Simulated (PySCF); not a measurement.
SiClBr, SMILES Cl[Si]Br (connectivity only; charge and spin as stated), neutral, multiplicity 1.

The structure is a stationary point at PBE0-D3(BJ)/def2-TZVP.

Level of theory: PBE0-D3(BJ)/def2-TZVP (PySCF 2.14.0).

Frequencies are harmonic and unscaled.

Computed harmonic wavenumbers and intensities:
```
mode  ν (cm⁻¹)  IR (km/mol)  moving atoms (share of kinetic energy)
----  --------  -----------  --------------------------------------
1          161          0.6               Cl 56 %, Br 30 %, Si 14 %
2          409        104.7                        Si 77 %, Br 23 %
3          517        136.4                        Si 57 %, Cl 43 %
```
